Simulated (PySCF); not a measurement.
HNaO, charge -1, doublet, at a GFN2-xTB geometry (such geometries of metal compounds can be far from the true shape) (a state made from the parent by changing its charge; the spin is typed, not shown lowest) (a gas-phase anion, which may not be bound at this level), with bond 1-2 at 2.4 times its length; CASSCF(3,5)/def2-SVP (PySCF).

Here is a job for PySCF.
```python
from pyscf import gto, scf, mcscf
import numpy

mol = gto.Mole()
mol.atom = '''
    Na    0.000000    0.000000   -4.843511
    O     0.000000    0.000000    1.377312
    H     0.000000    0.000000    2.343186
'''
mol.basis = 'def2-svp'
mol.charge = -1
mol.spin = 1
mol.verbose = 4
mol.build()

mf = scf.ROHF(mol)
mf.kernel()
mc = mcscf.CASSCF(mf, 5, 3)
mc.fix_spin_(ss=0.75)
mc.kernel()
occ = numpy.linalg.eigvalsh(mc.fcisolver.make_rdm1(mc.ci, mc.ncas, mc.nelecas))[::-1]
ss = mc.fcisolver.spin_square(mc.ci, mc.ncas, mc.nelecas)[0]
print('natural occupations', occ.round(4), ' <S^2>', round(ss, 4))
```

Question: What does PySCF print? Leave out banner, timings and long lists.

Answer: 
```
PySCF version 2.14.0

[INPUT] verbose = 4
[INPUT] num. atoms = 3
[INPUT] num. electrons = 21
[INPUT] charge = -1
[INPUT] spin (= nelec alpha-beta = 2S) = 1
[INPUT] symmetry False subgroup None
[INPUT] Mole.unit = angstrom
[INPUT] Symbol           X                Y                Z      unit          X                Y                Z       unit  Magmom
[INPUT]  1 Na     0.000000000000   0.000000000000  -4.843511000000 AA    0.000000000000   0.000000000000  -9.152909271318 Bohr   0.0
[INPUT]  2 O      0.000000000000   0.000000000000   1.377312000000 AA    0.000000000000   0.000000000000   2.602742468077 Bohr   0.0
[INPUT]  3 H      0.000000000000   0.000000000000   2.343186000000 AA    0.000000000000   0.000000000000   4.427979798915 Bohr   0.0

nuclear repulsion = 12.6787144186762
number of shells = 16
number of NR pGTOs = 64
number of NR cGTOs = 34
basis = def2-svp
ecp = {}

******** <class 'pyscf.scf.rohf.ROHF'> ********
method = ROHF
initial guess = minao
damping factor = 0
level_shift factor = 0
DIIS = <class 'pyscf.scf.diis.CDIIS'>
diis_start_cycle = 1
diis_space = 8
diis_damp = 0
SCF conv_tol = 1e-09
SCF conv_tol_grad = None
SCF max_cycles = 50
direct_scf = True
direct_scf_tol = 1e-13
num. doubly occ = 10  num. singly occ = 1
Set gradient conv threshold to 3.16228e-05
init E= -236.683924394677
  HOMO = -0.0758432321597682  LUMO = 0.0791776062145223  gap/eV = 4.21833
cycle= 1 E= -236.936887136196  delta_E= -0.253  |g|= 0.792  |ddm|= 1.03

WARN: HOMO 0.160013170662467 >= LUMO 0.14233463071003

cycle= 2 E= -235.937885993287  delta_E= 0.999  |g|= 1.48  |ddm|=  1.7

WARN: HOMO 0.321047618533331 >= LUMO 0.0447113675618702

cycle= 3 E= -236.502735423256  delta_E= -0.565  |g|= 0.506  |ddm|= 3.91
  HOMO = 0.0214883079998511  LUMO = 0.140584838128754  gap/eV = 3.24078
cycle= 4 E= -237.044545295268  delta_E= -0.542  |g|= 0.27  |ddm|= 3.68
  HOMO = 0.00844751664846033  LUMO = 0.153464760033056  gap/eV = 3.94612
cycle= 5 E= -237.061286931036  delta_E= -0.0167  |g|= 0.0919  |ddm|= 0.316
  HOMO = 0.0133653471412138  LUMO = 0.163515524868575  gap/eV = 4.08579
cycle= 6 E= -237.064073199047  delta_E= -0.00279  |g|= 0.0361  |ddm|= 0.191
  HOMO = 0.0131239317005258  LUMO = 0.165314240548448  gap/eV = 4.14131
cycle= 7 E= -237.064524284938  delta_E= -0.000451  |g|= 0.0064  |ddm|= 0.0757
  HOMO = 0.0119733990952566  LUMO = 0.163537179385088  gap/eV = 4.12426
cycle= 8 E= -237.064533269423  delta_E= -8.98e-06  |g|= 0.00238  |ddm|= 0.00606
  HOMO = 0.0118708083002588  LUMO = 0.162951030722912  gap/eV = 4.11110
cycle= 9 E= -237.064535264537  delta_E= -2e-06  |g|= 0.000778  |ddm|= 0.00406
  HOMO = 0.011950237197091  LUMO = 0.162910611160524  gap/eV = 4.10784
cycle= 10 E= -237.064535483064  delta_E= -2.19e-07  |g|= 0.000213  |ddm|= 0.00153
  HOMO = 0.0119259451573388  LUMO = 0.162880316650405  gap/eV = 4.10768
cycle= 11 E= -237.064535497187  delta_E= -1.41e-08  |g|= 6.46e-06  |ddm|= 0.000316
  HOMO = 0.0119254393497359  LUMO = 0.162877250119839  gap/eV = 4.10761
cycle= 12 E= -237.064535497233  delta_E= -4.62e-11  |g|= 9.17e-07  |ddm|= 5.28e-05
  HOMO = 0.0119253424773085  LUMO = 0.162877260386141  gap/eV = 4.10761
Extra cycle  E= -237.064535497234  delta_E= -1.31e-12  |g|= 3.1e-07  |ddm|= 3.12e-06
converged SCF energy = -237.064535497234

******** <class 'pyscf.mcscf.mc1step.CASSCF'> ********
CAS (2e+1e, 5o), ncore = 9, nvir = 20
max_cycle_macro = 50
max_cycle_micro = 4
conv_tol = 1e-07
conv_tol_grad = None
orbital rotation max_stepsize = 0.02
orbital rotation threshold for CI restart = 0.01
augmented hessian ah_max_cycle = 30
augmented hessian ah_conv_tol = 1e-12
augmented hessian ah_linear dependence = 1e-14
augmented hessian ah_level shift = 1e-08
augmented hessian ah_start_tol = 2.5
augmented hessian ah_start_cycle = 3
augmented hessian ah_grad_trust_region = 3
kf_trust_region = 3
kf_interval = 4
ci_response_space = 4
ci_grad_trust_region = 3
with_dep4 0
natorb = False
canonicalization = True
sorting_mo_energy = False
ao2mo_level = 2
internal_rotation = False
******** <class 'pyscf.fci.addons.SpinPenaltyFCISolver'> ********
max. cycles = 50
conv_tol = 1e-08
davidson only = True
linear dependence = 1e-12
level shift = 0.001
max iter space = 12
nroots = 1
pspace_size = 400
spin = None
CASCI E = -237.064535644793  S^2 = 0.7500000
Set conv_tol_grad to 0.000316228
macro iter   1 (  1 JK    1 micro), CASSCF E = -237.064535649080  dE = -4.28647695e-09  S^2 = 0.7500000
               |grad[o]|=1e-05  |grad[c]|=2.89e-05  |ddm|=0.00018  |maxRot[o]|=    0
1-step CASSCF converged in   1 macro (  1 JK   1 micro) steps
CASSCF canonicalization
Density matrix diagonal elements [1.99999900e+00 9.99999889e-01 5.36966789e-08 9.44223986e-07
 1.11633967e-07]
CASSCF energy = -237.064535649080
CASCI E = -237.064535649080  E(CI) = -1.06656419000760  S^2 = 0.7500000
natural occupations [2. 1. 0. 0. 0.]  <S^2> 0.75
```
